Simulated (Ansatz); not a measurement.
Ideal-gas functions of BrCl3Hf (`[Cl][Hf]([Cl])([Cl])[Br]`) at 800 K and 1 bar, from an Ansatz frequency run at PBE0-D4/def2-TZVP.

Molar mass 364.75 g/mol, point group C3v (symmetry number 3), electronic degeneracy 1, moments of inertia 506.382, 770.024, 770.097 u Å². Harmonic wavenumbers (cm⁻¹, unscaled): 81, 81, 97, 101, 101, 266, 388, 395, 395.

Use S(trans) = R[1.5 ln M + 2.5 ln T − 1.1517]; rotational temperatures θ = 24.2544 K / I; S(rot) = R[ln(√π/σ · √(T³/θAθBθC)) + 1.5]; for each mode x = 1.438777 ν̃/T, S = R[x/(eˣ − 1) − ln(1 − e⁻ˣ)] and H = RT x/(eˣ − 1); 1 cm⁻¹ = 0.0119627 kJ/mol; R = 8.31446 J/(mol·K).

Q: By hand: the entropy, in J/(mol·K).

A: Translation 202.9. Rotation: θ = 0.0479, 0.0315, 0.0315 K, giving 132.8. Vibration, mode by mode: 24.34, 24.34, 22.84, 22.51, 22.51, 14.52, 11.47, 11.33, 11.33, in all 165.2. Electronic 0.0. Sum 500.9 J/(mol·K).

Q: By hand: H − E and G − E in kJ/mol, counted from the electronic energy.

A: Zero-point energy ½ × 1905 × 0.0119627 = 11.4; thermal vibration 49.5; translation, rotation and pV give 4 RT = 26.6. H − E = 87.5 kJ/mol, and G − E = 87.5 − 800 × 500.9/1000 = -313.2 kJ/mol.

Vibration gives 33 % of the entropy, 116.5 J/(mol·K) of it from the modes under 150 cm⁻¹: soft modes count most, and the harmonic formula is weakest for them.
